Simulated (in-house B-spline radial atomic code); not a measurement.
## Solving the quasi-particle equation for 6s up of Bi V (Bi4+)

Configuration [Xe] 4f14 5d10 6s1, highest spin, start PBE0; correlation leaves out the 2 deepest shells. Computed with an all-electron radial atomic-structure program (B-spline basis): all electrons, scalar-relativistic (spin-free one-electron X2C), finite nucleus, each spin shell either full or empty, empty states to l = 9 with an (l + 1/2)⁻⁴ tail; G0W0 by contour deformation at full frequency.

RPA overbinds a lone outer s electron by self-correlation, and G0W0 tends to as well.

At the mean-field level ε = -52.349 eV the matrix elements are Σx = -20.371 eV, v_xc = -18.102 eV and Σc(ε) = -2.284 eV, and the slope of the correlation self-energy is dΣc/dω = -0.0331. The quasi-particle energy solves E = ε + Σx − v_xc + Σc(E).

**Question.** What does the linearised equation give?

**Answer.** Z = 1/(1 − dΣc/dω) = 1/1.0331 = 0.9680. The first-order shift is Σx − v_xc + Σc(ε) = -20.371 − (-18.102) + (-2.284) = -4.553 eV, so E ≈ ε + Z × shift = -52.349 + 0.9680 × (-4.553) = -56.756 eV.

**Question.** How does that compare with the full solution and with static screening?

**Answer.** Solving the equation at full frequency dependence gives E = -56.760 eV, where Σc = -2.142 eV and the weight is 0.969; the linearised value is off by 3 meV. Leaving Z out would give -56.902 eV. Static COHSEX puts -3.895 eV in place of Σc and gives -58.513 eV, 1.75 eV deeper. The tabulated removal energy is 54.856 ± 0.025 eV (NIST, measured); the run leaves out spin-orbit coupling, Breit and QED terms.
